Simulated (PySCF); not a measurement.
Cl₄Ge, SMILES [Cl][Ge-]([Cl])([Cl])[Cl] (connectivity only; charge and spin as stated), charge -1, multiplicity 2.

The structure is a stationary point at PBE-D3(BJ)/def2-SVPD.

Calculation: PySCF 2.14.0 with PBE-D3(BJ)/def2-SVPD.

Frequencies are harmonic and unscaled.

Modes within 1.5 cm⁻¹ of each other (mostly degenerate sets) share a row, with their intensities summed.

List the normal modes with their intensities. (Estimate from the structure and the level; the computed values follow.)


```
mode  ν (cm⁻¹)  IR (km/mol)  moving atoms (share of kinetic energy)
----  --------  -----------  --------------------------------------
1–3         44          1.0                        Cl 84 %, Ge 16 %
4–5         72          0.0                                Cl 100 %
6          267          0.0                                Cl 100 %
7–9        286        376.0                        Ge 50 %, Cl 50 %
```
